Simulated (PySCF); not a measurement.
5,5-difluorocyclopenta-1,3-diene (C₅H₄F₂), SMILES FC1(C=CC=C1)F. Atoms are numbered in the order given.

```xyz
11

F      1.0849     0.0000    -1.3934
C      0.0000     0.0000    -0.5815
F     -1.0849     0.0000    -1.3934
C      0.0000     1.1943     0.3518
C      0.0000     0.7442     1.6112
C      0.0000    -0.7442     1.6112
C      0.0000    -1.1943     0.3518
H      0.0000     2.2226    -0.0083
H      0.0000     1.3546     2.5155
H      0.0000    -1.3546     2.5155
H      0.0000    -2.2226    -0.0083
```

Geometry optimised at PBE0-D3(BJ)/def2-SVP. One conformer was computed; it need not be the lowest.

Level of theory: PySCF with PBE/pcSseg-1.

GIAO shieldings, no solvent; atoms alike by connectivity are averaged. δ = σ(ref) − σ: ¹⁹F against CFCl3 (σ = 133.6 ppm); ¹³C against TMS (σ = 182.0 ppm); ¹H against TMS (σ = 31.49 ppm), references at their B3LYP-D3(BJ)/def2-TZVP geometries, non-relativistic.

Computed chemical shifts:
```tsv
nucleus	atoms	count	δ (ppm)
¹⁹F	F1, F3	2	-194.7
¹³C	C5, C6	2	141.6
¹³C	C4, C7	2	141.0
¹³C	C2	1	136.5
¹H	H9, H10	2	6.46
¹H	H8, H11	2	6.45
```
